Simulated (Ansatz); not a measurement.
Reaction (ligand exchange at a B–O bond): `CB(O)[SiH2][AlH2]` + H–F → `CB(F)[SiH2][AlH2]` + H₂O

Isolated molecules relaxed with PBE0-D4/def2-TZVP in Ansatz; ΔE leaves out vibrations. CCSD(T)/CBS adds triple-zeta CCSD(T) − MP2 to the extrapolated MP2 energy (def2 sets, frozen cores). This one scheme is used for every species. Functionals use def2-TZVPP. Each species was taken in one conformer, which may not be the lowest.

`CB(O)[SiH2][AlH2]`:

Cartesian coordinates in Å:
```
C 1.566 0.486 1.194
B 0.934 -0.529 0.186
O 1.250 -1.843 0.332
Si -0.359 0.071 -1.277
Al -2.566 0.447 -0.286
H 0.823 1.175 1.607
H 2.288 1.120 0.664
H 2.089 -0.009 2.016
H 0.864 -2.417 -0.335
H -0.444 -0.967 -2.353
H 0.122 1.337 -1.905
H -3.693 -0.675 -0.330
H -2.874 1.803 0.487
```

H–F:

Cartesian coordinates in Å:
```
F 0.313 -0.283 -0.182
H -0.313 0.283 0.182
```

`CB(F)[SiH2][AlH2]`:

Cartesian coordinates in Å:
```
C -1.399 -1.257 0.899
B -1.156 0.120 0.211
F -1.893 1.160 0.602
Si 0.251 0.449 -1.220
Al 2.324 1.108 -0.085
H -1.843 -1.162 1.893
H -0.499 -1.874 0.953
H -2.111 -1.815 0.275
H 0.513 -0.829 -1.949
H -0.183 1.479 -2.207
H 3.093 0.035 0.803
H 2.903 2.584 -0.177
```

H₂O:

Z-matrix (Å, degrees):
```
O
H 1 0.960
H 1 0.960 2 105.1
```

Problem. Is it downhill or uphill in electronic energy at CCSD(T)/CBS, and by how much? (Best estimate.)

Solution. Computed: Downhill: ΔE = -3.3 kJ/mol.

Problem. What do these levels give: PBE-D4, PBE0-D4, ωB97M-V, PBE, r2SCAN, PBE0, SCS-MP2/def2-TZVPP, HF/def2-QZVPP, MP2/def2-QZVPP, HF/CBS(def2), MP2/CBS(def2), CCSD/CBS(def2)? (An estimate is asked.)

Solution. The calculation gave: PBE-D4 -2.7, PBE0-D4 -2.9, ωB97M-V -6.2, PBE -5.1, r2SCAN -7.4, PBE0 -5.0, SCS-MP2/def2-TZVPP -3.3, HF/def2-QZVPP -17.3, MP2/def2-QZVPP -0.2, HF/CBS(def2) -17.3, MP2/CBS(def2) -0.2, CCSD/CBS(def2) -5.5 kJ/mol.

Largest T1 diagnostic among the species: 0.014.

The D4 term adds +3.8 kJ/mol with B3LYP and +2.1 kJ/mol with PBE0; it sums over pairs of atoms, weighted by their polarisabilities, and B3LYP, whose exchange is more repulsive, gets the larger term. In def2-TZVPP, CCSD(T) changes the Hartree–Fock value by +14.0 kJ/mol (the triples alone add +2.1 kJ/mol) and MP2 by +17.0 kJ/mol.

B3LYP here is the variant with VWN-RPA as its local correlation; programs differ in this.
